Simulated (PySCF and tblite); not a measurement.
The numbers below are computed, except where a source is named.
System: C8H9N, numbered as in [cH:1]1[cH:2][cH:3][c:4]([N:5]2[CH2:6][CH2:7]2)[cH:8][cH:9]1.

Motion: pyramidal inversion at N5. GFN2-xTB gives an electronic barrier of 5.8 kcal/mol.

revPBE/pcSseg-1 + D3(BJ) on GFN2-xTB geometries gives 8.5 kcal/mol and k(298 K) = 7.8×10⁶ s⁻¹.

Problem. What does PBE0/6-31++G** + D3(BJ) give on GFN2-xTB geometries?

Solution. A barrier of 9.3 kcal/mol, 0.7 above the first DFT barrier (from unrounded values) and, with GFN2-xTB thermal terms, ΔG‡(298 K) = 8.8 kcal/mol and k = 2.2×10⁶ s⁻¹ (1 equivalent path).

Problem. At the first level the ¹H lines of H on C6, H on C7 [a] / H on C6, H on C7 [b] span 36 Hz and merge at 163 K (90 MHz). What does the second level predict?

Solution. A span of 31 Hz and merging at 177 K.

Programs: tblite and PySCF.
